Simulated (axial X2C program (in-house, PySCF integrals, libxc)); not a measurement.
# NaZn⁺: cheaper levels and CCSD(T), two-component

Calculated with an in-house all-electron X2C program for linear molecules (integrals from PySCF). Two-component (2c) means X2C with spin–orbit coupling and atomic mean-field two-electron Coulomb and Gaunt terms. Basis: Zn dyall-cv3z [9s10p6d3f2g], Na dyall-cv3z [9s8p5d2f] (cores contracted in-house); Gaussian nuclei, density fitting, unrestricted open shells. Masses: Zn 63.929 u, Na 22.990 u.

State: Ω = 0 (closed shell); fragments Zn + Na+.

```
level  Re (Å)  ωe (cm⁻¹)  De (eV)
 PBE0   3.002      130.2    0.442
   HF   3.160      115.7    0.389
  MP2   3.083      115.5    0.334
 CCSD   3.105      114.6    0.339
 BP86   3.030      120.8    0.366
```

Correlated methods: 12 electrons correlated (number of frozen shells: Zn 3 s, 2 p; Na 2 s, 1 p), 270 virtual spin orbitals or spinors in MP2, 90 natural virtuals in coupled cluster.

CCSD(T), same Hamiltonian and basis:

Re = 3.101 Å, ωe = 114.5 cm⁻¹, De = 0.34 eV; T1 = 0.018 (Lee–Taylor normalisation).

Q: Give the differences from CCSD(T) in the columns below.

A: 

```json
{"level": "PBE0", "ΔRe (Å)": "-0.099", "Δωe (cm⁻¹)": "15.7", "ΔDe (eV)": "0.10"}
{"level": "HF", "ΔRe (Å)": "0.059", "Δωe (cm⁻¹)": "1.2", "ΔDe (eV)": "0.05"}
{"level": "MP2", "ΔRe (Å)": "-0.018", "Δωe (cm⁻¹)": "1.0", "ΔDe (eV)": "-0.01"}
{"level": "CCSD", "ΔRe (Å)": "0.004", "Δωe (cm⁻¹)": "0.1", "ΔDe (eV)": "0.00"}
{"level": "BP86", "ΔRe (Å)": "-0.071", "Δωe (cm⁻¹)": "6.3", "ΔDe (eV)": "0.03"}
```

The state is one determinant whose occupation by symmetry is held fixed; it was picked as the lowest of a PBE0 search that is not exhaustive. Dissociation energies refer to the lowest single-determinant-based atoms at the same level and basis. Coupled cluster ran in a truncated set of natural virtual spinors; the MP2 energy of the rest was added. (T) has no such correction and the atoms are truncated less, which lowers De at CCSD(T) by a hundredth of an eV or more.
